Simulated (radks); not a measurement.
Spin polarisation of the 6s1 shell in Au. Start: [Xe] 4f14 5d10 6s(up 0.5, down 0.5); electrons of 6s are moved from spin down to spin up, other shells keep equal spins. All-electron calculation, scalar-relativistic Kohn-Sham, r2SCAN, spin-polarised, spherical densities, finite nucleus; meta-GGA in the generalised Kohn-Sham scheme; Fermi nuclear charge, rms radius of each element as measured or else 0.836 A^(1/3) + 0.57 fm. Program: a radial shooting solver on a logarithmic mesh with Libxc functionals.

[
 {"moment (Bohr magnetons)": "0", "E - E(0) (eV)": "0.000", "e(6s up) (eV)": "-5.720", "e(6s down) (eV)": "-5.720", "5d down minus up (eV)": "0.000", "5p down minus up (eV)": "0.000"},
 {"moment (Bohr magnetons)": "0.25", "E - E(0) (eV)": "-0.021", "e(6s up) (eV)": "-5.885", "e(6s down) (eV)": "-5.549", "5d down minus up (eV)": "0.090", "5p down minus up (eV)": "-0.004"},
 {"moment (Bohr magnetons)": "0.5", "E - E(0) (eV)": "-0.084", "e(6s up) (eV)": "-6.048", "e(6s down) (eV)": "-5.368", "5d down minus up (eV)": "0.180", "5p down minus up (eV)": "-0.009"},
 {"moment (Bohr magnetons)": "0.75", "E - E(0) (eV)": "-0.191", "e(6s up) (eV)": "-6.213", "e(6s down) (eV)": "-5.181", "5d down minus up (eV)": "0.271", "5p down minus up (eV)": "-0.014"},
 {"moment (Bohr magnetons)": "1", "E - E(0) (eV)": "-0.342", "e(6s up) (eV)": "-6.375", "e(6s down) (eV)": "-4.986", "5d down minus up (eV)": "0.361", "5p down minus up (eV)": "-0.020"}
]

At moment 1 the spin-polarisation energy is -0.342 eV and the 6s exchange splitting 1.389 eV, that is 1.389 eV per Bohr magneton; E = -I m^2/4 would give I = 1.370 eV.
